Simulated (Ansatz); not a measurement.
Au(PF3)H (PHAuF₃). Charge 0, multiplicity 3. Geometry PBE-D4/def2-SVP, that of the neutral singlet; atoms count from 1.

```xyz
6

Au    0.655    0.708   -1.330
P    -0.260   -0.279    0.534
F    -0.574    0.632    1.809
F     0.559   -1.450    1.251
F    -1.675   -1.008    0.383
H     1.294    1.396   -2.646
```

In the def2 sets Au takes a core potential; there is no spin–orbit coupling. At PBE0-D4/def2-TZVP a singlet of charge 0 lies 4.57 eV below the triplet at the same geometry.

Question: Estimate the Mulliken populations from the PBE0/def2-TZVP orbitals of Ansatz.

Answer: 
```json
{"atom": "Au1", "charge (e)": "0.14", "spin (α − β)": "1.25", "d electrons": "9.42"}
{"atom": "P2", "charge (e)": "0.43", "spin (α − β)": "0.46", "d electrons": "–"}
{"atom": "F3", "charge (e)": "-0.21", "spin (α − β)": "0.01", "d electrons": "–"}
{"atom": "F4", "charge (e)": "-0.21", "spin (α − β)": "0.01", "d electrons": "–"}
{"atom": "F5", "charge (e)": "-0.22", "spin (α − β)": "0.00", "d electrons": "–"}
{"atom": "H6", "charge (e)": "0.08", "spin (α − β)": "0.27", "d electrons": "–"}
```
Mulliken values depend strongly on the basis.

Question: Where does the spin sit?

Answer: Summed by element: Au 1.25, P 0.46, F 0.01, H 0.27, of 2 unpaired in all. Largest on single atoms: Au1 1.25, P2 0.46, H6 0.27.

Question: And the Mayer bond orders between heavy atoms (over 0.3)?

Answer: Au1–P2 1.09 (2.30 Å); P2–F3 1.08 (1.60 Å); P2–F4 1.08 (1.60 Å); P2–F5 1.09 (1.60 Å).
